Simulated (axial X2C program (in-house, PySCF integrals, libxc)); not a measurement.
Spectroscopic constants of TiP⁺

All values were computed with an axial X2C code built on PySCF integrals. Spin-free means the one-electron spin-free X2C Hamiltonian; two-component (2c) means X2C with spin–orbit coupling and atomic mean-field two-electron Coulomb and Gaunt terms, so the difference of the two also holds small scalar two-electron terms. Basis: Ti dyall-cv3z [10s10p6d4f2g], P dyall-v3z [8s7p2d1f] (cores contracted in-house); Gaussian nuclei, density fitting, unrestricted open shells. Masses: Ti 47.948 u, P 30.974 u.

State, spin-free: M_S = 0, Λ = 0 (closed shell); electrons by block: σα: 10, σβ: 10, π+α: 4, π+β: 4, π-α: 4, π-β: 4. Fragments: Ti+ + P.

State, 2c: Ω = 0 (closed shell); electrons by block: 1/2: 14, -1/2: 14, 3/2: 4, -3/2: 4. Fragments: Ti+ + P.

```
Hamiltonian  level  Re (Å)  ωe (cm⁻¹)  ωexe (cm⁻¹)  Be (cm⁻¹)  αe (cm⁻¹)  De (eV)  D0 (eV)  μ (D)
  spin-free   PBE0   2.025      612.1         1.57     0.2184   0.000816     2.24     2.20  -5.84
  spin-free   TPSS   2.057      581.9         1.67     0.2118   0.000851     3.30     3.26  -5.76
         2c   PBE0   2.026      611.8         1.57     0.2184   0.000817      n/a      n/a  -5.83
         2c   TPSS   2.057      581.7         1.67     0.2118   0.000851      n/a      n/a  -5.75
```

Dipoles are positive if P is the positive end and refer to the centre of mass.

The state is a single determinant with fixed occupations, the lowest that a limited PBE0 search found. Closed shells are restricted here (equal orbitals for both partners); the stretched side of such a curve lies too high. De is counted from the lowest determinant-based energies of the atoms at the same level, without counterpoise correction. De is not given where an atomic determinant may have missed its ground term or J level, or where the truncated virtual space spoils (T). Without a current term, density functionals place determinants with orbital angular momentum somewhat too high.

No reliable constants came from CCSD (2c), CCSD (spin-free), CCSD(T) (2c), CCSD(T) (spin-free), HF (2c), HF (spin-free), MP2 (2c), MP2 (spin-free): no minimum in range, unconverged points, a curve that is not smooth, a change of character along it, or the two Hamiltonians disagreeing along it.

Rough cost a point (2c) on 1 thread(s) of a shared host, integrals apart: PBE0 0.5 s, TPSS 0.8 s.

The whole task took 120 s on 1 thread of Arm Neoverse V2, on a shared host.
